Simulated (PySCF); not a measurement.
# Neon: a sound run and one with changed settings

Sound run: Ne(2+) [He] 2s2 2p4, Ne(3+) [He] 2s2 2p3. Calculation: PySCF 2.14, in cc-pVDZ-DK (3s2p1d, 14 functions); the spin-free X2C one-electron Hamiltonian (Gaussian nucleus). In the sound run the correlated levels freeze 1s2. The sound run starts from symmetry-adapted Hartree-Fock orbitals and uses a fine grid where one is needed.

Changed run: all electrons correlated in a basis built for the valence shell.

| species | method | sound run (hartree) | changed run (hartree) | converged |
| --- | --- | --- | --- | --- |
| Ne(2+) | MP2 | -126.54931 | -126.55106 | yes |
| Ne(2+) | CCSD(T) | -126.56234 | -126.56397 | yes |
| Ne(3+) | MP2 | -124.25583 | -124.25744 | yes |
| Ne(3+) | CCSD(T) | -124.26849 | -124.27000 | yes |

Ionisation energy of Ne(2+):

```
 method  sound run (eV)  changed run (eV)
    UHF          61.705            61.705
    MP2          62.409            62.412
SCS-MP2          62.405            62.404
   CCSD          62.409            62.412
CCSD(T)          62.419            62.422
```

A valence basis has no tight correlating functions, so it recovers only part of the core correlation, and not evenly between atom and ion.

For comparison, NIST gives 63.423 eV between the lowest levels.
